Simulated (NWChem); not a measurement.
The numbers come from NWChem runs, not from measurements. System: HB, charge 0, spin multiplicity 1, at a geometry optimised with PBE0/def2-SVP. The structure started from a generated list of species. Level: EOM-CCSD/def2-SVPD, 1 core orbitals frozen.

Job file:

```
start mol
memory heap 100 mb stack 700 mb global 1900 mb
geometry units angstroms nocenter noautoz
  B      0.000000     0.000000     0.208709
  H      0.000000     0.000000    -1.043544
  symmetry group C2v
end
basis spherical
  * library def2-svpd
end
scf
  rhf
  nopen 0
  maxiter 100
  thresh 1e-7
  semidirect memsize 60000000 filesize 0
end
tce
  freeze core 1
  ccsd
  nroots 1
  2eorb
  2emet 13
  thresh 1e-5
  maxiter 200
  tilesize 24
end
task tce energy
```

NWChem printed:

```
             Northwest Computational Chemistry Package (NWChem) 7.3.0
             --------------------------------------------------------

                                NWChem Input Module
                                -------------------

 Scaling coordinates for geometry "geometry" by  1.889725989
 (inverse scale =  0.529177249)

 Turning off AUTOSYM since
 SYMMETRY directive was detected!

                             Geometry "geometry" -> ""
                             -------------------------

 Output coordinates in angstroms (scale by  1.889725989 to convert to a.u.)

  No.       Tag          Charge          X              Y              Z
 ---- ---------------- ---------- -------------- -------------- --------------
    1 B                    5.0000     0.00000000     0.00000000     0.20870900
    2 H                    1.0000     0.00000000     0.00000000    -1.04354400

 Effective nuclear repulsion energy (a.u.)       2.1129007038

            Nuclear Dipole moment (a.u.)
            ----------------------------
        X                 Y               Z
 ---------------- ---------------- ----------------
     0.0000000000     0.0000000000     0.0000018897

      Symmetry information
      --------------------

 Group name             C2v
 Group number             16
 Group order               4
 No. of unique centers     2

      Symmetry unique atoms

     1    2


 Summary of "ao basis" -> "" (spherical)
 ------------------------------------------------------------------------------
       Tag                 Description            Shells   Functions and Types
 ---------------- ------------------------------  ------  ---------------------
 *                         def2-svpd                  on all atoms

 Summary of "ao basis" -> "ao basis" (spherical)
 ------------------------------------------------------------------------------
       Tag                 Description            Shells   Functions and Types
 ---------------- ------------------------------  ------  ---------------------
 B                         def2-svpd                 8       20   4s2p2d
[...]
 Iteration   1 using    1 trial vectors
   0.3561931804725   0.1788014429349    4.86544     0.0     0.0

 Iteration   2 using    2 trial vectors
   0.0849914850474   0.1156292767275    3.14643     0.0     0.0

 Iteration   3 using    3 trial vectors
   0.0306342364796   0.1096219622259    2.98297     0.0     0.0

 Iteration   4 using    4 trial vectors
   0.0096983203844   0.1087486215944    2.95920     0.0     0.0

 Iteration   5 using    5 trial vectors
   0.0039282455290   0.1086659794682    2.95695     0.0     0.0

 Iteration   6 using    6 trial vectors
   0.0013156570462   0.1086466944964    2.95643     0.0     0.0

 Iteration   7 using    7 trial vectors
   0.0004520397454   0.1086400798646    2.95625     0.0     0.0

 Iteration   8 using    8 trial vectors
   0.0001246515449   0.1086394713742    2.95623     0.0     0.0

 Iteration   9 using    9 trial vectors
   0.0000405917115   0.1086394123089    2.95623     0.0     0.0

 Iteration  10 using   10 trial vectors
   0.0000150261349   0.1086392098617    2.95622     0.0     0.0

 Iteration  11 using   11 trial vectors
   0.0000052144816   0.1086391641393    2.95622     0.0     0.0
 --------------------------------------------------------------
 Iterations converged
 ------------------

 Excited state root  1
 Excitation energy / hartree =        0.108639164139286
                   / eV      =        2.956223327367025
 largest EOMCCSD amplitudes: R1 and R2

 Singles contributions
     5b1  (alpha) ---     2a1  (alpha)       -0.1309097596
     5b1  (alpha) ---     3a1  (alpha)        0.9257464509
    17b1  (alpha) ---     3a1  (alpha)       -0.1624396737

 Doubles contributions

 =========================================
 Excited-state calculation ( b2  symmetry)
 =========================================
 Dim. of EOMCC iter. space      500

 EOMCCSD SOLVER TYPE  1
  maxdiff =   0.40109279239791951

 No. of initial right vectors    1

 EOM-CCSD right-hand side iterations
 --------------------------------------------------------------
      Residuum       Omega / hartree  Omega / eV    Cpu    Wall
 --------------------------------------------------------------

 Iteration   1 using    1 trial vectors
   0.3561931804725   0.1788014429349    4.86544     0.0     0.0

 Iteration   2 using    2 trial vectors
   0.0849914850474   0.1156292767275    3.14643     0.0     0.0

 Iteration   3 using    3 trial vectors
   0.0306342364796   0.1096219622259    2.98297     0.0     0.0

 Iteration   4 using    4 trial vectors
   0.0096983203844   0.1087486215944    2.95920     0.0     0.0

 Iteration   5 using    5 trial vectors
   0.0039282455290   0.1086659794682    2.95695     0.0     0.0

 Iteration   6 using    6 trial vectors
   0.0013156570462   0.1086466944964    2.95643     0.0     0.0

 Iteration   7 using    7 trial vectors
   0.0004520397454   0.1086400798646    2.95625     0.0     0.0

 Iteration   8 using    8 trial vectors
   0.0001246515449   0.1086394713742    2.95623     0.0     0.0

 Iteration   9 using    9 trial vectors
   0.0000405917115   0.1086394123089    2.95623     0.0     0.0

 Iteration  10 using   10 trial vectors
   0.0000150261349   0.1086392098617    2.95622     0.0     0.0

 Iteration  11 using   11 trial vectors
   0.0000052144816   0.1086391641393    2.95622     0.0     0.0
 --------------------------------------------------------------
 Iterations converged
 ------------------

 Excited state root  1
 Excitation energy / hartree =        0.108639164139286
                   / eV      =        2.956223327367031
 largest EOMCCSD amplitudes: R1 and R2

 Singles contributions
     4b2  (alpha) ---     2a1  (alpha)       -0.1309097596
     4b2  (alpha) ---     3a1  (alpha)        0.9257464509
    16b2  (alpha) ---     3a1  (alpha)       -0.1624396737

 Doubles contributions

 Task  times  cpu:        0.4s     wall:        0.4s

 Total times  cpu:        0.5s     wall:        0.5s
```
